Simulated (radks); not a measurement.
Tl LXXIV, 8 electrons, occupied as [He] 2s2 2p4.

Method: scalar-relativistic Kohn-Sham, PBE, spin-unpolarised, spherical densities, point nucleus; computed with a radial shooting solver on a logarithmic mesh with Libxc functionals.

Energy parts (eV):
| part | energy |
|---|---|
| total | -328457.61 |
| kinetic | 389315.09 |
| electron-nucleus | -731175.48 |
| Hartree | 16817.32 |
| exchange-correlation | -3414.53 |

Orbitals (lengths in bohr, moments of r in powers of bohr; r(90%) holds 90 % of the orbital's charge):
1s: occ. 2; eigenvalue (eV) -93433.63; r(90%) 0.0298; <r^2> 0.0003671
2s: occ. 2; eigenvalue (eV) -22320.74; r(90%) 0.104; <r^2> 0.005334
2p: occ. 4; eigenvalue (eV) -20276.69; r(90%) 0.0982; <r^2> 0.004452

The highest occupied level is 2p at -20277 eV. For comparison, the ionisation energy in NIST's Atomic Spectra Database is 19840 eV (theoretical). In exact Kohn-Sham theory the highest level is minus the ionisation energy, but local and semilocal functionals leave it too shallow, through self-interaction and a potential that decays too fast; potentials with the right tail come closer.

Beside tabulated values, note that spin-unpolarised runs miss the spin-polarisation part of the exchange energy of open shells, and scalar-relativistic runs lack spin-orbit coupling.
